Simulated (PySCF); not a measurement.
Distorted geometries of [La(H2O)4]3+

[La(H2O)4]3+ (singlet). PySCF 2.14.0, RKS PBE, La def2-SVP with ECP46, O def2-SVP, H def2-SVP; non-relativistic Hamiltonian with scalar-relativistic core potentials where named; density fitting; no spin-orbit coupling. Relaxed geometry:

```xyz
13

La    0.0000    0.0000    0.0000
O     1.4419    1.3635    1.4251
H     1.3665    1.5323    2.3998
H     2.2564    1.8713    1.1726
O    -1.4420   -1.4251    1.3635
H    -2.2569   -1.1725    1.8709
H    -1.3660   -2.4000    1.5327
O     1.4419   -1.3635   -1.4251
H     2.2564   -1.8713   -1.1726
H     1.3665   -1.5323   -2.3998
O    -1.4420    1.4251   -1.3635
H    -1.3660    2.4000   -1.5327
H    -2.2569    1.1725   -1.8709
```

Question: Order these distorted geometries by energy above the relaxed one, lowest first.
A.
```xyz
13

La    0.1424   -0.0047    0.2733
O     1.4805    1.4017    1.2807
H     1.3597    1.8519    2.5214
H     2.1975    2.0196    1.3264
O    -1.4092   -1.3716    1.0520
H    -2.4336   -1.4039    1.9640
H    -1.0534   -2.5130    1.3830
O     1.2549   -1.4394   -1.7083
H     2.1824   -1.7041   -1.3176
H     1.4056   -1.6188   -2.2069
O    -1.4832    1.4776   -1.2979
H    -1.3088    2.3877   -1.5569
H    -2.3349    0.9170   -1.7131
```
B.
```xyz
13

La    0.0755    0.0219    0.1265
O     1.6134    1.4268    1.4850
H     1.1966    1.3698    2.4956
H     2.2438    1.7391    0.9784
O    -1.4471   -1.4280    1.2068
H    -2.2378   -1.1984    1.9149
H    -1.2098   -2.2209    1.5923
O     1.2131   -1.4496   -1.5730
H     2.1624   -1.6930   -1.1364
H     1.4912   -1.5473   -2.2257
O    -1.3153    1.3653   -1.5466
H    -1.3803    2.4313   -1.4345
H    -2.4058    1.1830   -1.8832
```
C.
```xyz
13

La    0.0214   -0.0185    0.0577
O     1.4429    1.3725    1.4594
H     1.3948    1.4947    2.4025
H     2.2832    1.9018    1.2142
O    -1.4449   -1.4400    1.3183
H    -2.2685   -1.1190    1.8471
H    -1.4043   -2.4105    1.4865
O     1.4273   -1.3745   -1.4011
H     2.2727   -1.8723   -1.1746
H     1.3274   -1.5378   -2.3820
O    -1.4794    1.3961   -1.3983
H    -1.3316    2.4313   -1.5260
H    -2.2410    1.1763   -1.9037
```

Answer: C (0.28 eV), B (6.92 eV), A (20.62 eV).

Question: Which forces (eV/Å) act in the one that lies 0.28 eV up?

Answer: 
```
La  -0.21  0.35 -0.61
O    1.21  0.36 -2.13
H   -0.16  0.27  2.02
H   -0.98 -0.60  0.20
O   -1.19  0.79  0.79
H    1.09 -0.65 -0.69
H   -0.11 -0.30  0.10
O    0.49 -0.31 -0.13
H   -0.51  0.28 -0.15
H    0.03  0.03  0.29
O    3.07  2.48  1.69
H   -0.58 -2.25  0.09
H   -2.14 -0.46 -1.45
```
Forces carry noise of the integration grid, about 0.01 to 0.03 eV/Å.

A frequency check found unstable modes (1, the lowest at -17 cm⁻¹), so the relaxed geometry is a saddle point, or these are noise.
